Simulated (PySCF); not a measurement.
Mo(NH)(F)2(OH)2 (F2H3MoNO2), SMILES [NH]=[Mo]([OH])([OH])([F])[F], multiplicity 1. Atoms are numbered in the order given.

```xyz
9

Mo     0.0342    -0.0229     0.0354
N     -0.0278    -0.2120     1.7247
H     -0.0874    -0.0384     2.7266
F      1.8742     0.0333    -0.2682
F     -1.8309     0.2013    -0.2636
O      0.0620     1.7864    -0.5358
H     -0.7869     2.2317    -0.6778
O     -0.1101    -1.7034    -0.7751
H     -0.3718    -2.5235    -0.3328
```
Charge 0, spin multiplicity 1.

Coordinates come from a B3LYP-D3(BJ)/def2-SVP optimisation. The multiplicity is an assumed one; no other spin state was optimised. The structure was generated by enumeration; whether it is a known compound was not checked. The def2 effective core potentials stand for the cores of Mo; spin–orbit coupling is left out. One conformer was computed; it need not be the lowest.

All values below come from PySCF with M06-2X/def2-TZVP.

ESP charges are fitted to the potential on shells at 1.4 to 2.0 van der Waals radii. Atomic charges (e):

```csv
atom,ESP fit,Löwdin,Mulliken
Mo1,1.77,[?],2.02
N2,-0.87,[?],-0.61
H3,0.50,0.18,0.28
F4,-0.39,-0.28,-0.48
F5,-0.47,-0.34,-0.52
O6,-0.73,-0.33,-0.72
H7,0.44,[?],0.37
O8,-0.69,-0.30,-0.71
H9,0.44,[?],0.37
```

**Question.** Complete the blanks. (Estimate from the structure and the level; the computed values follow.)

**Answer.** 
- Mo1, Löwdin: 0.97
- N2, Löwdin: -0.28
- H7, Löwdin: 0.18
- H9, Löwdin: 0.19
